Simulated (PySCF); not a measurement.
Geometries of 2 isomers of CH9GeNOSi, from PBE0-D3(BJ)/def2-SVP geometry optimisation, gas phase in PySCF. One conformer each, no zero-point energy, no frequencies.

Question: Which is lower in electronic energy at this level?
A.
```xyz
14
angstrom
C     -2.237   -0.646    0.280
N     -1.594    0.488    0.897
Si    -0.059    1.116    0.458
O      1.232    0.165    0.898
Ge     2.665   -0.521    0.110
H     -3.331   -0.514    0.226
H     -1.881   -0.756   -0.757
H     -2.041   -1.607    0.793
H     -1.949    0.715    1.819
H      0.064    2.429    1.153
H     -0.027    1.249   -1.033
H      2.391   -0.646   -1.403
H      3.862    0.413    0.367
H      2.898   -1.900    0.745
```
B.
```xyz
14
angstrom
C      1.733   -0.350    0.914
N      1.303   -0.239   -0.459
Ge     0.247    1.088   -1.097
O     -1.459    0.888   -0.585
Si    -2.232   -0.364    0.171
H      1.056   -0.949    1.554
H      2.740   -0.795    0.984
H      1.798    0.652    1.367
H      1.295   -1.116   -0.968
H      0.708    2.418   -0.491
H      0.259    1.019   -2.630
H     -3.687   -0.044    0.246
H     -2.062   -1.652   -0.577
H     -1.711   -0.574    1.560
```

Answer: A. That is `CN[SiH2][O][GeH3]`, 9.9 kcal/mol below the other.

```json
{"SMILES": "CN[SiH2][O][GeH3]", "atoms numbered as above": "[CH3:1][NH:2][SiH2:3][O:4][GeH3:5]", "E (Eh)": "-2539.00332", "relative (kcal/mol)": "0.0", "relative (kJ/mol)": "0.0", "dipole (D)": "0.91"}
{"SMILES": "C[NH][GeH2][O][SiH3]", "atoms numbered as above": "[CH3:1][NH:2][GeH2:3][O:4][SiH3:5]", "E (Eh)": "-2538.98757", "relative (kcal/mol)": "9.9", "relative (kJ/mol)": "41.3", "dipole (D)": "1.83"}
```
